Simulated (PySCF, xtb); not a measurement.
C₄H₁₃NSi, SMILES CCCNC[SiH3]. Other conformers were not sampled.

Harmonic wavenumbers (cm⁻¹) from GFN2-xTB in xtb at its own minimum, in rising order: 54, 86, 105, 132, 139, 223, 232, 368, 418, 513, 556, 751, 760, 781, 791, 794, 803, 845, 917, 950, 1056, 1103, 1104, 1133, 1155, 1211, 1248, 1265, 1280, 1309, 1370, 1413, 1420, 1493, 1496, 1501, 1503, 1507, 2232, 2252, 2296, 2777, 2786, 2937, 2944, 2964, 2993, 3029, 3034, 3039, 3346.

**Question.** What does PBE-D3(BJ)/def2-SVP in PySCF give at its own minimum? (An estimate is asked for; the answer gives what the named calculation found.)

**Answer.** 58, 97, 99, 150, 182, 217, 243, 362, 412, 508, 588, 707, 745, 757, 834, 873, 887, 897, 910, 916, 1020, 1055, 1095, 1110, 1156, 1184, 1212, 1229, 1262, 1273, 1346, 1359, 1407, 1417, 1421, 1429, 1445, 1447, 2150, 2160, 2178, 2821, 2830, 2951, 2963, 2967, 2974, 3012, 3050, 3062, 3424. Paired by order, the mean absolute difference is 35 cm⁻¹ and the zero-point energies are 100.7 and 99.9 kcal/mol.
